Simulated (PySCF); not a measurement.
## Correlation energy of F³⁺ (fluorine, charge +3)

[He] 2s2 2p2, high-spin 3P determinant. Computed with PySCF 2.14 in Sapporo-DZP-2012, with the spin-free X2C one-electron Hamiltonian (Gaussian nucleus). Frozen: 1s2; 4 electrons correlated.

MP2 pair energies summed by pair of shells (mhartree):

```json
{"pair": "2s-2p", "energy": "-35.93", "share (%)": "58.1"}
{"pair": "2s-2s", "energy": "-21.16", "share (%)": "34.2"}
{"pair": "2p-2p", "energy": "-4.70", "share (%)": "7.6"}
```

Total MP2 correlation energy: -61.79 mhartree.

Same-spin part -8.58 and opposite-spin part -53.21 mhartree; SCS-MP2 scales them by 1/3 and 6/5 to -66.72 mhartree.

```
  level  correlation energy (mhartree)
   CCSD                         -85.90
    (T)                          -0.55
CCSD(T)                         -86.45
```

Diagnostics: T1 = 0.0040, D1 = 0.0081, largest double amplitude 0.123.

Q: Is a single reference adequate?

A: Mostly. T1 lies below 0.03, but a double amplitude of this size points to a near-degeneracy that CCSD handles and MP2 describes poorly.
